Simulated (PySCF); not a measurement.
CH7FOSi2, SMILES O[SiH2][SiH2]CF.

The structure is a stationary point at PBE-D3(BJ)/def2-SVP. The structure was generated by enumeration, and PubChem lists no compound with its InChIKey, so it may never have been made. The values are those of a single conformer.

Calculation: PBE-D3(BJ)/def2-SVP run with PySCF 2.14.0.

Frequencies are harmonic and unscaled.

| mode | ν (cm⁻¹) | IR (km/mol) | moving atoms (share of kinetic energy) |
|---|---|---|---|
| 1 | 39 | 0.7 | O 37 %, H 23 %, Si 22 %, F 10 % |
| 2 | 78 | 2.6 | H 29 %, F 23 %, C 22 %, O 19 % |
| 3 | 90 | 0.5 | Si 32 %, F 25 %, H 24 %, C 14 % |
| 4 | 177 | 4.9 | Si 35 %, O 31 %, H 19 %, F 10 % |
| 5 | 231 | 94.5 | H 85 % |
| 6 | 267 | 11.0 | F 42 %, Si 25 %, H 18 %, C 13 % |
| 7 | 392 | 33.1 | H 83 %, Si 12 % |
| 8 | 422 | 0.7 | Si 72 %, H 25 % |
| 9 | 475 | 6.7 | H 84 %, Si 13 % |
| 10 | 592 | 12.9 | H 83 %, Si 13 % |
| 11 | 663 | 8.2 | C 36 %, Si 34 %, H 28 % |
| 12 | 698 | 23.6 | H 81 % |
| 13 | 735 | 249.5 | H 83 %, Si 9 % |
| 14 | 769 | 138.3 | H 88 % |
| 15 | 805 | 55.0 | O 58 %, Si 22 %, H 20 % |
| 16 | 836 | 14.8 | H 71 %, C 24 % |
| 17 | 884 | 91.9 | H 92 % |
| 18 | 907 | 95.4 | H 81 %, Si 13 % |
| 19 | 945 | 54.1 | H 86 %, Si 11 % |
| 20 | 1038 | 87.0 | C 51 %, F 41 % |
| 21 | 1203 | 2.5 | H 92 % |
| 22 | 1258 | 3.6 | H 77 %, C 22 % |
| 23 | 1405 | 1.6 | H 93 % |
| 24 | 2114 | 113.6 | H 97 % |
| 25 | 2122 | 124.8 | H 97 % |
| 26 | 2158 | 68.1 | H 98 % |
| 27 | 2168 | 97.6 | H 96 % |
| 28 | 2947 | 15.8 | H 95 % |
| 29 | 3005 | 13.0 | H 90 %, C 10 % |
| 30 | 3748 | 74.1 | H 94 % |
